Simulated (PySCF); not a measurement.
Field gradients from PBE0/pcSseg-1 densities (PySCF, non-relativistic) at GFN2-xTB geometries, isolated species, one conformer each; χzz is the principal value of largest magnitude, with Q(14N) = 0.02044 b, Q(17O) = −0.0256 b. GFN2-xTB bond lengths can be off by several hundredths of an ångström, more for odd bonds, and the gradients follow them. A larger basis could move these couplings by a tenth or more.

(1) Rank these 14N sites by the size of the quadrupole coupling, smallest first.
A. N3 (nitrogen bridging silicon atoms) in `[CH3:1][SiH2:2][NH:3][SiH2:4][n:5]1[cH:6][n:7][cH:8][c:9]1[F:10]`
B. The nitrile nitrogen of `N#C[C@@]1(F)SC(F)=C[C@H]1F`
C. The pyridine-type nitrogen of `Fc1ccns1`
D. The pyridine-type nitrogen of `FC(F)=C(F)c1nccs1`
E. The nitrogen bridging silicon atoms of `C=C(Cl)CO[SiH2]N([SiH3])[SiH3]`

(2) Rank these 17O sites by the size of the quadrupole coupling, smallest first.
A. The phosphoryl oxygen of `C[P@@H](=O)c1ccc(Cl)cc1`
B. The carbonyl oxygen of `C#Cc1ccccc1C(=O)Cl`
C. The silyl ether oxygen of `C=C(Cl)CO[SiH2]N([SiH3])[SiH3]`

Answers

(1) E (2.863 MHz), A (3.885 MHz), C (4.466 MHz), D (4.663 MHz), B (5.007 MHz).

(2) A (5.154 MHz), B (9.582 MHz), C (10.25 MHz).

All sites together:

```tsv
nucleus	site	Vzz (au)	η	χzz (MHz)
14N	the pyridine-type nitrogen of Fc1ccns1	-0.930	0.50	-4.466
14N	the nitrile nitrogen of N#C[C@@]1(F)SC(F)=C[C@H]1F	-1.042	0.09	-5.007
14N	the pyridine-type nitrogen of FC(F)=C(F)c1nccs1	-0.971	0.13	-4.663
14N	N3 (nitrogen bridging silicon atoms) in [CH3:1][SiH2:2][NH:3][SiH2:4][n:5]1[cH:6][n:7][cH:8][c:9]1[F:10]	-0.809	0.37	-3.885
14N	the nitrogen bridging silicon atoms of C=C(Cl)CO[SiH2]N([SiH3])[SiH3]	-0.596	0.27	-2.863
17O	the carbonyl oxygen of C#Cc1ccccc1C(=O)Cl	-1.593	0.42	9.582
17O	the silyl ether oxygen of C=C(Cl)CO[SiH2]N([SiH3])[SiH3]	1.704	0.45	-10.25
17O	the phosphoryl oxygen of C[P@@H](=O)c1ccc(Cl)cc1	0.857	0.13	-5.154
```
